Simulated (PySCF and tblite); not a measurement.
Values are calculated unless marked as measured or tabulated.
System: C4H3F3, numbered as in [CH:1]#[C:2][C@@H:3]([F:4])[CH:5]([F:6])[F:7].

Motion: rotation about the C3–C5 bond (torsion C2–C3–C5–F6 from 175° to 66°, falling). GFN2-xTB gives an electronic barrier of 0.8 kcal/mol and a reaction energy of 0.6 kcal/mol.

Question: What does PBE0/pcSseg-1 + D3(BJ) give on PBE0-D3(BJ)/def2-SVP geometries?

Answer: A barrier of 3.4 kcal/mol, 2.6 above the tight-binding barrier (from unrounded values), a reaction energy of 1.0 kcal/mol and, with GFN2-xTB thermal terms, ΔG‡(298 K) = 4.0 kcal/mol and k = 7.4×10⁹ s⁻¹ (1 equivalent path).

Question: And the level of the geometries itself, PBE0-D3(BJ)/def2-SVP?

Answer: 3.3 kcal/mol.

Programs: tblite and PySCF.
